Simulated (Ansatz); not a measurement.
Relaxation of MgSi3 with RKS r2SCAN-D4/def2-TZVP.

```sh
$ ansatz run in.yaml --threads 4 --pin off --events-out ev --progress --plain --max-ram 3916MiB
```

```yaml
crystal:
  periodic: [false, false, false]
  atoms:
    - {symbol: Mg, position_ang: [1.314830, -0.820940, -0.020920]}
    - {symbol: Si, position_ang: [0.867650, 1.970320, 0.089580]}
    - {symbol: Si, position_ang: [-0.787820, 0.492500, 0.013320]}
    - {symbol: Si, position_ang: [-1.394670, -1.641880, -0.081990]}
basis:
  gaussian: {orbitals: def2-TZVP}
hamiltonian: {xc: r2scan, dispersion: d4}
scf: {lower_state_search: "off"}
output: {orbitals: {seedname: orbitals}}
relax: {f_tol: 0.02, max_steps: 100}
```

Hardware: 4 threads of Arm Neoverse V1 on a shared host. Wall time 19 s.

Positions (Å) and forces (eV/Å) at steps 1, 2, 4, 7, 10 of 10:

```xyz
4
step=1 energy=-29071.4984 eV
Mg    1.315   -0.821   -0.021   -0.609    0.378    0.010
Si    0.868    1.970    0.090    0.363   -0.029    0.002
Si   -0.788    0.492    0.013    0.055   -0.046   -0.001
Si   -1.395   -1.642   -0.082    0.190   -0.303   -0.011
4
step=2 energy=-29071.5495 eV
Mg    1.222   -0.764   -0.020    0.190   -0.118   -0.003
Si    0.921    1.926    0.088    0.054    0.107    0.005
Si   -0.813    0.508    0.014   -0.171    0.108    0.003
Si   -1.330   -1.670   -0.083   -0.073   -0.096   -0.005
4
step=4 energy=-29071.5524 eV rejected
Mg    1.236   -0.773   -0.020   -0.032    0.020    0.001
Si    0.922    1.930    0.088    0.008    0.041    0.002
Si   -0.823    0.515    0.014    0.057   -0.036   -0.001
Si   -1.334   -1.673   -0.083   -0.033   -0.026   -0.001
4
step=7 energy=-29071.5530 eV
Mg    1.236   -0.773   -0.008    0.000    0.000    0.002
Si    0.921    1.936    0.069    0.000    0.000   -0.003
Si   -0.818    0.510    0.042    0.000    0.000    0.004
Si   -1.338   -1.673   -0.103    0.000    0.000   -0.003
4
step=10 energy=-29071.5551 eV
Mg    1.237   -0.776    0.037    0.004   -0.003    0.006
Si    0.914    1.929   -0.007    0.007    0.006   -0.011
Si   -0.818    0.505    0.146   -0.009    0.006    0.017
Si   -1.332   -1.659   -0.177   -0.002   -0.009   -0.011
```

The restricted singlet is unstable towards broken spin symmetry in Hartree–Fock (as tested in another run); at r2SCAN-D4/def2-TZVP this wasn't settled. Another isomer (singlet) lies 1.36 eV lower at PBE0-D4/def2-TZVP; other spin states weren't run for this one.
